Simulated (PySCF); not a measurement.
## Magnetic susceptibility: `[OH2]->[Zn](<-[OH2])([Cl])[Cl]`, Cl₂H₄O₂Zn

Geometry:
```tsv
atom	x (Å)	y (Å)	z (Å)
Zn1	0.785	0.001	0.546
Cl2	-0.058	0.043	2.556
Cl3	2.380	-0.040	-0.939
O4	-0.387	1.607	-0.428
H5	0.033	2.010	-1.196
H6	-0.863	2.287	0.058
O7	-0.537	-1.608	-0.215
H8	-1.109	-2.011	0.447
H9	-0.244	-2.290	-0.828
```

Computed with GIAO KT3/def2-SVP (def2-TZVP on Zn) magnetisability, rotational g tensor and spin-rotation constants, non-relativistic, gas phase (PySCF). Geometry: GFN2-xTB.

Q: What are the magnetisability and the molar susceptibility?

A: Isotropic -1532 × 10⁻³⁰ J/T², or -92.3 × 10⁻⁶ cm³/mol; principal values -1556, -1551, -1489 × 10⁻³⁰ J/T², anisotropy 65 × 10⁻³⁰ J/T² (root of half the summed squared differences of the principal values). The susceptibility is in cgs units.

Q: Split it along the inertial axes a, b, c into diamagnetic and paramagnetic parts about the centre of mass, with the quadrupole moment.

A: 
```
axis  χ (10⁻⁶ cm³/mol)  diamagnetic (10⁻⁶ cm³/mol)  paramagnetic (10⁻⁶ cm³/mol)  summed x² of all electrons (Å²)  quadrupole Θ (D Å)
   a             -89.7                      -547.6                        457.9                            170.0              -19.97
   b             -93.4                      -984.7                        891.3                             66.9              +21.33
   c             -93.7                     -1005.0                        911.2                             62.1               -1.36
```
Anisotropies 2χaa − χbb − χcc = +7.7 and 2χbb − χaa − χcc = -3.3 × 10⁻⁶ cm³/mol. Θ is traceless in Buckingham's convention.

Q: And the rotational g tensor?

A: 
| axis | rotational constant (GHz) | g | nuclear part | electronic part |
| --- | --- | --- | --- | --- |
| a | 2.5592 | +0.0205 | 0.5710 | -0.5505 |
| b | 1.2130 | -0.0021 | 0.5059 | -0.5079 |
| c | 1.1972 | +0.0057 | 0.5182 | -0.5125 |

Asymmetric top; isotopes 35Cl, 1H, 16O, 64Zn; no vibrational averaging.
